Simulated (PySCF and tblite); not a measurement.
Results of a calculation; reference values are marked as such.
2 diastereomers of C7H10N2, numbered alike:

| isomer | SMILES | descriptors (one enantiomer) | sequence (m meso, r racemo) |
| --- | --- | --- | --- |
| A | [CH3:1][C@@H:2]([C:3]#[N:4])[CH2:5][C@H:6]([CH3:7])[C:8]#[N:9] | 2R, 6S | m |
| B | [CH3:1][C@H:2]([C:3]#[N:4])[CH2:5][C@H:6]([CH3:7])[C:8]#[N:9] | 2S, 6S | r |

Protocol: conformer search, at most 7 conformers an isomer, GFN2-xTB geometries, energies PBE0/pcSseg-1 (D3(BJ) added where defined), weights at 298.15 K with GFN2-xTB thermal terms. Programs: PySCF with density fitting and tblite.

Equilibrium rotational constants and dipole components of each isomer's leading conformer, in random order:

| set | A (MHz) | B (MHz) | C (MHz) | abs μa | abs μb | abs μc (D) |
| --- | --- | --- | --- | --- | --- | --- |
| P | 2637 | 917 | 849 | 2.28 | 2.40 | 3.24 |
| Q | 2233 | 1005 | 974 | 0.00 | 0.01 | 4.37 |

Match sets and isomers.

P is A (C1), Q is B (C2).

The whole study took 5.7 min on 1 thread of Arm Neoverse V2, shared host (rough), peak memory 1.3 GiB, launched as `OMP_NUM_THREADS=1 python ens_run.py task.json out`.
